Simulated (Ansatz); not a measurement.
Geometry optimisation, Ansatz 0.2.0, RKS r2SCAN-D4/def2-SVP.

Input file:

```yaml
crystal:
  periodic: [false, false, false]
  atoms:
    - { symbol: Ge, position_ang: [0.200471, 0.0, -0.064517] }
    - { symbol: H, position_ang: [0.093413, 0.0, 1.470233] }
    - { symbol: F, position_ang: [1.843622, 0.0, -0.561496] }
    - { symbol: F, position_ang: [-0.50211, 1.386974, -0.780211] }
    - { symbol: F, position_ang: [-0.50211, -1.386974, -0.780211] }
    - { symbol: F, position_ang: [-2.321584, 0.0, 1.318097] }
    - { symbol: H, position_ang: [-1.698001, 0.0, 2.001606] }
basis:
  gaussian: { orbitals: def2-SVP }
hamiltonian:
  xc: r2scan
  dispersion: d4
relax:
  f_tol: 0.03
  max_steps: 50
output:
  orbitals: {}
```

Command:

```bash
$ ansatz run input.yaml --threads 4 --pin off --max-ram 5120MiB --backend cpu --events-out ev --progress --plain --runs-dir out
```

Where does it end, and by what steps?

The forces met the threshold. After 7 steps the energy has fallen by 0.150 eV; H7 moved furthest, 0.63 Å.

| step | energy less start (eV) | largest force component (eV/Å) | accepted |
| --- | --- | --- | --- |
| 0 | 0.0000 | 0.416 | yes |
| 1 | -0.0315 | 1.775 | yes |
| 2 | -0.0645 | 2.154 | yes |
| 3 | -0.1294 | 0.718 | yes |
| 4 | -0.1424 | 0.515 | yes |
| 5 | -0.1484 | 0.086 | yes |
| 6 | -0.1496 | 0.091 | yes |
| 7 | -0.1499 | 0.028 | yes |

```xyz
7
Properties=species:S:1:pos:R:3
Ge 0.275 0.000 -0.017
H 0.520 0.000 1.477
F 1.794 0.000 -0.831
F -0.520 1.394 -0.622
F -0.520 -1.394 -0.622
F -2.109 0.000 1.159
H -2.327 0.000 2.060
```

Whether the end is a true minimum wasn't checked by a vibrational analysis.

Time of the run: 10 s on 4 threads of AMD EPYC 7B13 (Zen 3), on a shared host, peak memory 0.19 GiB.
